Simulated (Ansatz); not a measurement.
Ansatz (a quantum-chemistry and plane-wave program) input (CCSD(T)/cc-pwCVTZ):
A basis named .json is the Basis Set Exchange file of that set.

Ansatz 0.2 input:
```yaml
crystal:
  periodic: [false, false, false]
  atoms:
    - {symbol: O, position_ang: [1.41558330, 1.82651640, 0.01666077]}
    - {symbol: C, position_ang: [0.68328166, 0.88307330, 0.00229248]}
    - {symbol: C, position_ang: [0.88786830, -0.61789425, -0.22935126]}
    - {symbol: C, position_ang: [-0.64494966, -0.73952088, -0.37748231]}
    - {symbol: F, position_ang: [-1.22294417, -1.69324396, 0.44586458]}
    - {symbol: C, position_ang: [-0.83654182, 0.71550823, 0.10464785]}
    - {symbol: H, position_ang: [1.24031812, -1.12146773, 0.67381296]}
    - {symbol: H, position_ang: [1.51633985, -0.90399971, -1.07159160]}
    - {symbol: H, position_ang: [-0.98872167, -0.92964349, -1.39333524]}
    - {symbol: H, position_ang: [-1.44668483, 1.38716316, -0.49768659]}
    - {symbol: H, position_ang: [-1.17737114, 0.74801379, 1.14209256]}
basis:
  gaussian:
    orbitals: cc-pwCVTZ.json
magnetization: {spin_polarized: false}
correlation: {method: ccsd_t, electrons: outside_noble_gas}
```

End of the output:

```
integrals: 3.45 GiB planned
1939 factors; integrals over basis functions are off by at most 1.1e-3 eV
mean field: 1.84 GiB planned
mean field evaluation 1: about -8941.4592 eV, gradient 4.3e1 eV
mean field evaluation 2: about -8942.0187 eV, gradient 4.3e1 eV
mean field evaluation 4: about -8946.1790 eV, gradient 6.0e0 eV
mean field evaluation 8: about -8946.3081 eV, gradient 6.2e-1 eV
mean field evaluation 16: about -8946.3106 eV, gradient 1.0e-5 eV
mean field -8946.31055944 eV, -328.7708490324 hartree, gradient 1.4e-6 eV, S^2 0.000000; 0 other end points of the search recorded, 0 dependent functions left out
6 core orbitals not correlated
reference -8946.31055944 eV, -328.7708490324 hartree; 17, 17 occupied and 305, 305 virtual orbitals, 1939 factors
second order -31.22034777 eV of doubles, -0.00000000 eV of singles
coupled cluster: 4.50 GiB planned
cycle   1  -30.92051783 eV  change    3.0e-1 eV  update   1.2e-1
cycle   2  -31.67267909 eV  change   -7.5e-1 eV  update   3.9e-2
cycle   3  -31.85860302 eV  change   -1.9e-1 eV  update   1.9e-2
cycle   4  -31.83850787 eV  change    2.0e-2 eV  update   4.5e-3
cycle   5  -31.83757880 eV  change    9.3e-4 eV  update   2.0e-3
cycle   6  -31.83900764 eV  change   -1.4e-3 eV  update   6.0e-4
cycle   7  -31.83860189 eV  change    4.1e-4 eV  update   2.4e-4
cycle   8  -31.83848874 eV  change    1.1e-4 eV  update   7.9e-5
cycle   9  -31.83853853 eV  change   -5.0e-5 eV  update   2.9e-5
cycle  10  -31.83855081 eV  change   -1.2e-5 eV  update   1.1e-5
perturbative correction -1.35391061 eV, -0.0497552971 hartree
Total energy: -8979.50302086 eV, -329.9906494907 hartree
```
